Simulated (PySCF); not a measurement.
Ta(NH)(OH)(NH2)2 (H6N3OTa), SMILES [NH]=[Ta]([NH2])([NH2])[OH], multiplicity 1. Heavy atoms are numbered as in [Ta:1](=[NH:2])([OH:4])([NH2:6])[NH2:9]. Hydrogens are named by the atom that carries them.

Geometry optimised at PBE0-D3(BJ)/def2-SVP. The spin state was assumed, not searched. The structure was generated by enumeration; whether it is a known compound was not checked. The def2 effective core potentials stand for the cores of Ta; spin–orbit coupling is left out. The values are those of a single conformer.

Method: PBE0/def2-TZVP in PySCF.

ESP charges are fitted to the potential on shells at 1.4 to 2.0 van der Waals radii. Atomic charges (e), one atom of each kind:

| atom | Löwdin | ESP fit |
|---|---|---|
| Ta1 | 0.67 | 1.95 |
| N2 (NH) | ___ | -1.15 |
| H on N2 | 0.14 | 0.47 |
| O4 (OH) | ___ | -0.83 |
| H on O4 | ___ | 0.42 |
| N6 (NH2) | -0.41 | -1.31 |
| H on N6 | 0.15 | 0.44 |

Fill in the missing entries. (Estimate from the structure and the level; the computed values follow.)


- N2 (NH), Löwdin: -0.40
- O4 (OH), Löwdin: -0.33
- H on O4, Löwdin: 0.16
